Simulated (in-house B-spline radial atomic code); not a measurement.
The numbers below are computed, except where a source is named.
Making a Troullier-Martins s channel for Cd, r_c = 0.62 bohr

Cd, [Kr] 4d10 5s2, non-relativistic PBE, spherical and spin-unpolarised, from a B-spline radial code for spherical atoms (atomic units). The all-electron 4s level is ε = -3.601259 hartree, its outermost node lies just inside 0.45 bohr and its outer maximum at 0.82 bohr.

Inside r_c the pseudo-orbital is u(r) = r^1 exp(p(r)), with p = c0 + c2 r² + c4 r⁴ + … + c12 r¹². The seven coefficients follow from p and its first four derivatives at r_c, from zero curvature of the screened potential at the origin, c4 = −c2²/(2l + 5), and from the norm inside r_c. At r_c the all-electron orbital has P = 0.9186871, P' = 3.437015, the screened potential V = -15.15025, V' = 49.20822, V'' = -248.5996, and the norm inside is Q = 0.1378577.

(1) What are p, p' and p'' at r_c?

For a trial c2 the five matching conditions are linear in c0, c6, c8, c10 and c12, and c2 is varied until the norm inside r_c equals Q. The root nearest zero gives:

```
 n        c_n
 0   1.858368
 2  -20.54877
 4   -84.4504
 6   1460.872
 8  -5595.419
10   8979.644
12  -5350.158
```

(2) Check c4 and p(r_c), and find the screened pseudopotential at the origin.

Orbitals and screened potentials:

```csv
r (bohr),P,u,V all-electron,V pseudo
0.062,0.287,0.367,-589.8,-64.62
0.155,0.04523,0.5886,-171.8,-46.41
0.248,-0.6335,0.4266,-82.59,2.875
0.341,-0.5554,0.2733,-47.92,33.25
0.434,-0.04375,0.2912,-30.85,42.99
0.527,0.5085,0.5401,-21.13,15.23
0.62,0.9187,0.9187,-15.15,-15.15
```

Logarithmic derivatives P'/P at R = 0.92 bohr, for energies E around ε:

| E − ε (hartree) | all-electron | pseudo |
| --- | --- | --- |
| -0.5 | -0.355046 | -0.36373 |
| -0.25 | -0.536135 | -0.538822 |
| -0.1 | -0.648715 | -0.64938 |
| 0 | -0.725499 | -0.725735 |
| 0.1 | -0.803723 | -0.804464 |
| 0.25 | -0.923871 | -0.927598 |
| 0.5 | -1.13208 | -1.14927 |

(3) With P(R) = 1.184098 and a norm of 0.5432745 inside R, what slope in energy does norm conservation fix?

Answers

(1) p = ln(P/r_c^1) = ln(0.9186871/0.62) = 0.39323. p' = P'/P − 1/r_c = 3.74122 − 1.61290 = 2.12832. The radial equation gives p'' = 2(V − ε) − 2(1) p'/r_c − p'² = -23.09798 − (6.86555) − 4.52975 = -34.49328. Differentiating, p''' = 2V' + 2(1)p'/r_c² − 2(1)p''/r_c − 2p'p'' = 367.58, and p'''' = 2V'' − 4(1)p'/r_c³ + 4(1)p''/r_c² − 2(1)p'''/r_c − 2p''² − 2p'p''' = -6021.9.

(2) −c2²/5 = -84.4504, as listed. The terms c_n r_c^n are 1.85837, -7.89895, -12.47867, 82.97786, -122.17044, 75.36609, -17.26104, which sum to 0.39322. Inverting the radial equation, V_l(r) = ε + 1 p'/r + (p'' + p'²)/2, so V_l(0) = ε + (2l + 3) c2 = -3.601259 + 3 × (-20.5488) = -65.2476 hartree, finite where the all-electron potential diverges.

(3) d(P'/P)/dE = −2 × (norm inside R)/P(R)² = -0.7750 per hartree·bohr at E = ε, for both atoms, since orbital and norm agree at R. Differences over ±0.1 hartree give -0.7750 (all-electron) and -0.7754 (pseudo), which also hold third-order terms. Half a hartree below ε the two curves differ by -0.0087.
